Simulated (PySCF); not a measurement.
EPR parameters of C7H8N

Compound: C7H8N (doublet state).
Cartesian coordinates in Å at the GFN2-xTB level; atoms count from 1:
```
atom  x, y, z in Å
C1     2.915    0.494   -0.857
C2     1.734    0.327   -0.753
C3     0.311    0.117   -0.582
C4    -0.300    1.203    0.318
C5    -1.625    0.772    0.869
N6    -2.151   -0.400    0.663
C7    -1.451   -1.387    0.171
C8     0.030   -1.274    0.035
H9     3.947    0.644   -0.968
H10   -0.169    0.156   -1.568
H11    0.371    1.399    1.164
H12   -0.399    2.143   -0.232
H13   -2.194    1.476    1.458
H14   -1.982   -2.267   -0.153
H15    0.436   -2.068   -0.592
H16    0.520   -1.324    1.014
```

The hyperfine couplings belong to this conformer and change with its torsions.

As a line formula: `C#C[C@@H]1C[CH]N=CC1` [radical].

Method: PySCF, UKS B3LYP, pcH-1 on C H N, non-relativistic, mean-field spin-orbit, GIAO. Isolated species at its GFN2-xTB geometry (one conformer only). A GFN2-xTB geometry isn't a minimum of the functional, and hyperfine couplings can be far from their values at a DFT geometry. Stability of the SCF solution: not tested.

```
g1, g2, g3        : 2.00221, 2.00233, 2.00236
g_iso             : 2.00230
Form of g         : rhombic: the two nearest values differ by 19 % of g3 − g1
⟨S²⟩              : 0.7692 (exact 0.7500)
α and β electrons : 29, 28
Total energy      : -326.20745 Eh
```

Isotropic coupling and dipolar principal values T1 to T3, in MHz:

```csv
atom,isotope,a_iso,T1,T2,T3,Mulliken spin population
C1,13C,1.3,-0.6,-0.2,0.8,0.01
C2,13C,5.4,-0.9,-0.5,1.3,0.00
C3,13C,23.3,-2.8,-1.5,4.3,0.02
C4,13C,-18.8,-1.6,-0.5,2.2,-0.04
C5,13C,57.0,-49.6,-47.4,97.0,0.59
N6,14N,-3.1,-14.7,4.9,9.8,-0.15
C7,13C,66.4,-51.9,-49.7,101.7,0.62
C8,13C,-17.1,-1.0,-0.5,1.6,-0.04
H9,1H,-0.4,-0.6,-0.4,1.0,0.00
H10,1H,-0.7,-2.4,-2.2,4.5,0.00
H11,1H,78.2,-3.9,-1.5,5.4,0.03
H12,1H,37.8,-3.5,-2.5,6.0,0.01
H13,1H,-37.5,-23.1,-1.6,24.7,-0.03
H14,1H,-43.5,-24.5,-1.2,25.7,-0.03
H15,1H,6.6,-3.4,-2.5,5.8,0.00
H16,1H,56.2,-4.0,-2.0,6.1,0.03
```

The largest Mulliken spin populations are on C7 (+0.62), C5 (+0.59) and N6 (-0.15). The positive populations add up to 1.30 and the negative ones to -0.30, together 2S = 1. The angles at C7 add up to 360.0°, so it is planar; its axial dipolar tensor and the negative coupling of its proton fit spin in a p orbital normal to that plane.

The SMILES `C#C[C@@H]1C[CH]N=CC1` draws the unpaired electron on C5, whose computed spin population is only +0.59.

Axes: g1 points within 13° of the C5–N6 bond.

Under fast tumbling the dipolar parts average out, and these isotropic splittings remain (the largest six): 1 × 1H (H11, I = 1/2, 2 lines) with 2.79 mT, 1 × 1H (H16, I = 1/2, 2 lines) with 2.01 mT, 1 × 1H (H14, I = 1/2, 2 lines) with 1.55 mT, 1 × 1H (H12, I = 1/2, 2 lines) with 1.35 mT, 1 × 1H (H13, I = 1/2, 2 lines) with 1.34 mT and 1 × 1H (H15, I = 1/2, 2 lines) with 0.24 mT.

The 13C coupling of C7 (66.4 MHz) shows only in satellite lines or after enrichment, since that isotope makes up about 1.07 % of natural carbon.
